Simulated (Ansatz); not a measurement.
Geometry optimisation, UKS PBE0/def2-SVP in Ansatz 0.2.0.

input.yaml

```yaml
crystal:
  periodic: [false, false, false]
  atoms:
    - { symbol: C, position_ang: [-0.4417, 1.8038, 0.0469] }
    - { symbol: "N", position_ang: [-0.7038, 0.6402, 0.4204] }
    - { symbol: Al, position_ang: [0.1467, -0.8452, -0.3864] }
    - { symbol: S, position_ang: [-0.1737, -2.9332, 0.3707] }
    - { symbol: H, position_ang: [0.2078, 2.0632, -0.787] }
    - { symbol: H, position_ang: [-1.0151, 2.6814, 0.5165] }
    - { symbol: H, position_ang: [1.2481, -0.6159, -1.5572] }
    - { symbol: H, position_ang: [-1.25576, -1.4357, -0.62311] }
magnetization:
  spin_polarized: true
basis:
  gaussian: { orbitals: def2-SVP }
hamiltonian:
  xc: pbe0
relax:
  f_tol: 0.02
  max_steps: 50
output:
  orbitals: {}
```

Command:

```bash
$ ansatz run input.yaml --threads 2 --pin off --max-ram 3072MiB --backend cpu --events-out ev --progress --plain --runs-dir out
```

Q: Where does it end, and by what steps?

A: The run converged. After 24 steps the energy has fallen by 3.633 eV; H5 moved furthest, 1.31 Å. Parted: Al3–H8 (1.54 → 2.65 Å). Joined: S4–H8 (2.10 → 1.35 Å).

```
step  energy less start (eV)  largest force component (eV/Å)  accepted
   0                  0.0000                           2.897       yes
   1                 -1.4042                           3.298       yes
   2                 -2.4953                           1.896       yes
   3                 -2.4939                           3.669        no
   4                 -2.7574                           0.904       yes
   5                 -2.8827                           0.620       yes
   6                 -3.0061                           0.408       yes
   7                 -3.1394                           0.274       yes
   8                 -3.2310                           0.814       yes
   9                 -3.3432                           0.313       yes
  10                 -3.3966                           0.256       yes
  11                 -3.4076                           0.362       yes
  12                 -3.4147                           1.132       yes
  13                 -3.3977                           1.978        no
  14                 -3.4396                           0.845       yes
  15                 -3.4602                           0.688       yes
  16                 -3.4982                           0.509       yes
  17                 -3.5415                           0.554       yes
  18                 -3.5915                           0.217       yes
  19                 -3.6237                           0.131       yes
  20                 -3.6318                           0.081       yes
  21                 -3.6319                           0.138       yes
  22                 -3.6291                           0.285        no
  23                 -3.6329                           0.026       yes
  24                 -3.6329                           0.002       yes
```

```xyz
8
Properties=species:S:1:pos:R:3
C -0.572 1.908 -0.068
N -0.090 0.772 -0.249
Al 0.607 -0.818 -0.512
S -0.675 -2.582 -0.314
H -1.019 2.511 -0.889
H -0.591 2.404 0.927
H 2.130 -0.972 -0.884
H -1.778 -1.863 -0.010
```

Time of the run: 28 s on 2 threads of AMD EPYC 9R45 96-Core Processor (Zen 5) (shared host), peak memory 0.26 GiB.
